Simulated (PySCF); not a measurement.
# Dipole response of Ge²⁺ (germanium, charge +2)

[Ar] 3d10 4s2, closed-shell 1S. All numbers are calculated (PySCF 2.14, the spin-free X2C one-electron Hamiltonian (Gaussian nucleus), in x2c-QZVPPall with one added diffuse shell each of s, p, d, f type (12s9p6d5f1g, 113 functions)). Coupled (time-dependent) response in atomic units; α is the mean over directions.

| method | mean α (bohr³) | C₆ (like pair) | S(−4) |
| --- | --- | --- | --- |
| UHF | 12.01 | 48.58 | 71.59 |
| PBE | 10.19 | 39.62 | 49.59 |
| PBE0 | 10.65 | 41.80 | 54.89 |
| BHandHLYP | 10.73 | 42.01 | 56.05 |
| M06-2X | 9.402 | 34.37 | 44.21 |

S(−4) is the Cauchy moment in α(ω) = α(0) + S(−4) ω² + …

α(iu) at UHF:

```tsv
u (hartree)	α(iu) (bohr³)
0	12.01
0.0500	11.83
0.100	11.33
0.200	9.730
0.300	7.926
0.500	5.133
0.750	3.235
1.00	2.268
1.50	1.377
2.00	0.9771
3.00	0.6085
5.00	0.3300
```

For an ion, C₆ is the dispersion term alone; charge-induced terms of lower order in 1/R come first.
